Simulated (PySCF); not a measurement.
A side-by-side comparison of computed properties.

First species: 2-chloronaphthalene, C10H7Cl.
Atom-mapped SMILES: `[Cl:1][c:2]1[cH:3][cH:4][c:5]2[cH:6][cH:7][cH:8][cH:9][c:10]2[cH:11]1` (hydrogens: H12 on C3; H13 on C4; H14 on C6; H15 on C7; H16 on C8; H17 on C9; H18 on C11)

Second species: C2H15NOSi4.
SMILES: `COC[SiH2][SiH2]N([SiH3])[SiH3]`

Levels: PBE0/pcSseg-1 for dipole moment, HOMO energy, LUMO energy and HOMO–LUMO gap; GFN2-xTB for rotational constant A and rotational constant C. Geometries: GFN2-xTB. All species are isolated and taken at one optimised geometry, non-relativistic unless stated. Electronic properties by PySCF.

Dipoles, sizes and rotational constants follow the conformer. The torsions of the flexible species, by atom-mapped SMILES:
- `[CH3:1][O:2][CH2:3][SiH2:4][SiH2:5][N:6]([SiH3:7])[SiH3:8]`: C1–O2–C3–Si4 174°, O2–C3–Si4–Si5 -34°, C3–Si4–Si5–N6 -164°, Si4–Si5–N6–Si7 120°

Values for the first species:

| Item | Value |
| --- | --- |
| Dipole moment | 1.93 D |
| HOMO energy | -6.57 eV |
| LUMO energy | -1.47 eV |
| HOMO–LUMO gap | 5.10 eV |
| Rotational constant A | 2.770 GHz |
| Rotational constant C | 0.484 GHz |

**Question.** Estimate the same properties for the second species, and the change in each.

**Answer.** 
```json
{"property": "dipole moment", "first": "1.93 D", "second": "1.81 D", "second less first": "-0.12 D"}
{"property": "HOMO energy", "first": "-6.57 eV", "second": "-7.10 eV", "second less first": "-0.53 eV"}
{"property": "LUMO energy", "first": "-1.47 eV", "second": "-0.44 eV", "second less first": "+1.03 eV"}
{"property": "HOMO–LUMO gap", "first": "5.10 eV", "second": "6.66 eV", "second less first": "+1.56 eV"}
{"property": "rotational constant A", "first": "2.770 GHz", "second": "1.770 GHz", "second less first": "-1.000 GHz"}
{"property": "rotational constant C", "first": "0.484 GHz", "second": "0.403 GHz", "second less first": "-0.081 GHz"}
```

On the first: A dipole of 1.93 D is allowed in Cs, and pure rotational transitions are dipole-allowed. The dipole equals about 6.5 × 10⁻³⁰ C·m (1 D = 3.33564 × 10⁻³⁰ C·m).

On the second: In atomic units the dipole is 0.71 e·bohr (1 au = 2.5417 D).
